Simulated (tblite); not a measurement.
C4H9BrGeSi.
Atom-mapped SMILES: `[Br:1][C:2]1=[CH:3][SiH2:4][GeH2:5][CH2:6][CH2:7]1` (hydrogens: H8 on C3; H9, H10 on Si4; H11, H12 on Ge5; H13, H14 on C6; H15, H16 on C7)

Computed with GFN2-xTB (tblite), gas phase: L-BFGS steps from a force-field or distance-geometry start until the largest atomic force falls under 0.01 eV/Å.

Step 7: E = -567.6444 eV
```
atom  x, y, z in Å  |  force x, y, z in eV/Å
Br1     2.7486    1.7052    1.2253    0.017   0.016   0.066
C2      1.1770    0.9999    0.3492    0.007  -0.106  -0.073
C3      0.0620    1.7154    0.3416    0.126   0.114   0.095
Si4    -1.5295    1.1290   -0.4688   -0.055   0.119   0.073
Ge5    -1.4012   -1.1552   -0.1358   -0.136  -0.174  -0.020
C6      0.4959   -1.4346    0.3327    0.426  -0.132   0.230
C7      1.3864   -0.3430   -0.2815    0.042   0.009  -0.024
H8      0.0715    2.6672    0.8547   -0.069   0.032  -0.033
H9     -1.4788    1.4465   -1.8956   -0.048   0.109  -0.060
H10    -2.6754    1.7376    0.2079    0.045   0.105  -0.068
H11    -1.7099   -1.9803   -1.3563    0.010  -0.109  -0.005
H12    -2.2670   -1.7518    0.9396    0.009  -0.101   0.008
H13     0.6379   -1.4290    1.4161   -0.089   0.065   0.036
H14     0.8788   -2.4044    0.0063   -0.121   0.021  -0.104
H15     2.4417   -0.6298   -0.2012   -0.151   0.014   0.038
H16     1.1544   -0.2636   -1.3455   -0.013   0.018  -0.158
```

Step 8: E = -567.6547 eV
```
atom  x, y, z in Å  |  force x, y, z in eV/Å
Br1     2.7482    1.6967    1.2240    0.050   0.044   0.097
C2      1.1759    0.9982    0.3507   -0.034  -0.065  -0.101
C3      0.0632    1.7177    0.3428    0.084   0.055   0.038
Si4    -1.5321    1.1401   -0.4712   -0.018   0.014   0.077
Ge5    -1.3950   -1.1544   -0.1336   -0.235  -0.202  -0.053
C6      0.5041   -1.4375    0.3382    0.251  -0.025   0.095
C7      1.3849   -0.3420   -0.2834    0.028  -0.024  -0.029
H8      0.0742    2.6685    0.8538   -0.060   0.081   0.004
H9     -1.4835    1.4592   -1.9001   -0.044   0.089  -0.017
H10    -2.6765    1.7543    0.2052    0.060   0.081  -0.071
H11    -1.7132   -1.9989   -1.3473    0.053  -0.029   0.027
H12    -2.2679   -1.7723    0.9325    0.052  -0.033  -0.005
H13     0.6374   -1.4283    1.4206   -0.026   0.048   0.062
H14     0.8815   -2.4039    0.0034   -0.081  -0.031  -0.073
H15     2.4385   -0.6260   -0.1963   -0.085   0.002  -0.013
H16     1.1528   -0.2626   -1.3508    0.004  -0.007  -0.039
```

Question: Estimate the geometry and energy of step 9. (The exact step hangs on the optimiser's Hessian estimate; all steps are aligned on step 8, rigid shifts and turns removed.)

Answer: E = -567.6598 eV, largest force 0.223 eV/Å
```
atom  x, y, z in Å  |  force x, y, z in eV/Å
Br1     2.7488    1.6935    1.2252    0.047   0.040   0.094
C2      1.1750    0.9964    0.3499   -0.013  -0.009  -0.076
C3      0.0652    1.7196    0.3439    0.012   0.027  -0.005
Si4    -1.5331    1.1458   -0.4711    0.020  -0.061   0.045
Ge5    -1.3952   -1.1575   -0.1332   -0.168  -0.140  -0.043
C6      0.5119   -1.4391    0.3424    0.023   0.025  -0.007
C7      1.3844   -0.3419   -0.2852    0.000  -0.026  -0.025
H8      0.0744    2.6708    0.8534   -0.038   0.080   0.016
H9     -1.4866    1.4670   -1.9024   -0.040   0.071   0.032
H10    -2.6761    1.7641    0.2027    0.053   0.076  -0.060
H11    -1.7140   -2.0087   -1.3431    0.062  -0.012   0.018
H12    -2.2678   -1.7831    0.9294    0.051  -0.017   0.008
H13     0.6366   -1.4269    1.4248    0.024   0.031   0.060
H14     0.8812   -2.4047    0.0003   -0.041  -0.051  -0.036
H15     2.4356   -0.6242   -0.1941   -0.001  -0.007  -0.043
H16     1.1521   -0.2622   -1.3544    0.009  -0.028   0.023
```

The energy changes by -0.0051 eV. The first-order estimate −F·Δx gives -0.0075 eV and the mean of the old and new forces, exact on a quadratic surface, -0.0051 eV. The step makes an angle of 57° with the force vector and moves no atom by more than 0.011 Å.

The cost below is that of the whole relaxation. Hardware: Arm Neoverse N1, one thread, no GPU, shared host. Cost: 0.62 s wall.
